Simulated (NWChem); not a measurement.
System: C₅H₅N; SMILES C=C1C=CN=C1

Input file for NWChem:

```
start job
memory heap 200 mb stack 900 mb global 1100 mb
geometry units angstroms noautoz
  C     -0.049245    -2.089461     0.000000
  C      0.018697    -0.747592     0.000000
  C      1.180614     0.145255     0.000000
  C      0.674925     1.399288     0.000000
  N     -0.756174     1.427053     0.000000
  C     -1.129616     0.188554     0.000000
  H      0.841454    -2.712311     0.000000
  H     -1.005869    -2.605743     0.000000
  H      2.218538    -0.160077     0.000000
  H      1.209763     2.341584     0.000000
  H     -2.176415    -0.105088     0.000000
end
basis spherical
  * library def2-svp
end
dft
  xc r2scan0
  iterations 150
  mulliken
end
task dft energy
```

NWChem printed, in part:

```
             Northwest Computational Chemistry Package (NWChem) 7.3.0
             --------------------------------------------------------

 CS  symmetry detected

                             Geometry "geometry" -> ""
                             -------------------------

 Output coordinates in angstroms (scale by  1.889725989 to convert to a.u.)

  No.       Tag          Charge          X              Y              Z
 ---- ---------------- ---------- -------------- -------------- --------------
    1 C                    6.0000    -0.05101221    -2.09235242     0.00000000
    2 C                    6.0000     0.01857455    -0.75056771     0.00000000
    3 C                    6.0000     1.18158509     0.14085439     0.00000000
    4 C                    6.0000     0.67743361     1.39550630     0.00000000
    5 N                    7.0000    -0.75363028     1.42502546     0.00000000
    6 C                    6.0000    -1.12859010     0.18698514     0.00000000
    7 H                    1.0000     0.83892266    -2.71629374     0.00000000
    8 H                    1.0000    -1.00826833    -2.60746145     0.00000000
    9 H                    1.0000     2.21913405    -0.16574963     0.00000000
   10 H                    1.0000     1.21342624     2.33714601     0.00000000
   11 H                    1.0000    -2.17574825    -0.10537352     0.00000000

 Effective nuclear repulsion energy (a.u.)     202.5130656762

      Symmetry information
      --------------------

 Group name             Cs
 Group number              2
 Group order               2
 No. of unique centers    11

                                 NWChem DFT Module
                                 -----------------

 Summary of "ao basis" -> "ao basis" (spherical)
 ------------------------------------------------------------------------------
       Tag                 Description            Shells   Functions and Types
 ---------------- ------------------------------  ------  ---------------------
 C                          def2-svp                 6       14   3s2p1d
 N                          def2-svp                 6       14   3s2p1d
 H                          def2-svp                 3        5   2s1p

      Symmetry analysis of basis
      --------------------------

        a'         80
        a"         29

            General Information
            -------------------
          SCF calculation type: DFT
          Wavefunction type:  closed shell.
          No. of atoms     :    11
          No. of electrons :    42
           Alpha electrons :    21
            Beta electrons :    21
          Charge           :     0
          Spin multiplicity:     1
          Use of symmetry is: on ; symmetry adaption is: on
          Maximum number of iterations: 150
          AO basis - number of functions:   109
                     number of shells:    51
          Convergence on energy requested:  1.00D-06
          Convergence on density requested:  1.00D-05
          Convergence on gradient requested:  5.00D-04

              XC Information
              --------------
                     r^2SCAN0 Method XC Functional
                     Hartree-Fock (Exact) Exchange  0.250
               r^2SCAN metaGGA Exchange Functional  0.750
                     r^2SCAN Correlation Potential  1.000

             Grid Information
             ----------------
          Grid used for XC integration:  medium
          Radial quadrature: Mura-Knowles
          Angular quadrature: Lebedev.
          Tag              B.-S. Rad. Rad. Pts. Rad. Cut. Ang. Pts.
          ---              ---------- --------- --------- ---------
          C                   0.70       49          12.0       434
          N                   0.65       49          11.0       434
          H                   0.35       45          13.0       434
          Grid pruning is: on
          Number of quadrature shells:   519
          Spatial weights used:  Erf1

      Superposition of Atomic Density Guess
      -------------------------------------

 Sum of atomic energies:        -244.86462929

      Non-variational initial energy
      ------------------------------

 Total energy =    -248.840919
 1-e energy   =    -729.608930
 2-e energy   =     278.254945
 HOMO         =      -0.267341
 LUMO         =      -0.102229

      Symmetry analysis of molecular orbitals - initial
      -------------------------------------------------

  Numbering of irreducible representations:

     1 a'          2 a"

  Orbital symmetries:

     1 a'          2 a'          3 a'          4 a'          5 a'
     6 a'          7 a'          8 a'          9 a'         10 a'
    11 a'         12 a'         13 a'         14 a'         15 a"
    16 a'         17 a'         18 a'         19 a"         20 a'
    21 a"         22 a"         23 a"         24 a"         25 a'
    26 a'         27 a'         28 a'         29 a'         30 a'
    31 a'

     ---------------------------------------------
      Total Density - Mulliken Population Analysis
     ---------------------------------------------

    Atom       Charge   Shell Charges
 -----------   ------   -------------------------------------------------------
    1 C    6     5.97   1.99  0.97  0.27  1.87  0.84  0.02
    2 C    6     6.18   1.99  0.99  0.20  1.94  1.02  0.04
    3 C    6     6.16   1.99  0.98  0.31  2.04  0.81  0.03
    4 C    6     5.88   1.99  0.96  0.28  1.85  0.75  0.05
    5 N    7     7.54   1.99  1.09  0.55  2.39  1.49  0.03
    6 C    6     5.68   1.99  0.97  0.27  1.78  0.63  0.06
    7 H    1     0.90   0.67  0.21  0.02
    8 H    1     0.90   0.67  0.21  0.02
    9 H    1     0.92   0.67  0.22  0.03
   10 H    1     0.93   0.68  0.22  0.02
   11 H    1     0.93   0.68  0.23  0.02

[...]
```

Level: r2SCAN0/def2-SVP. The geometry was optimised at B3LYP/6-31G* (spherical d).
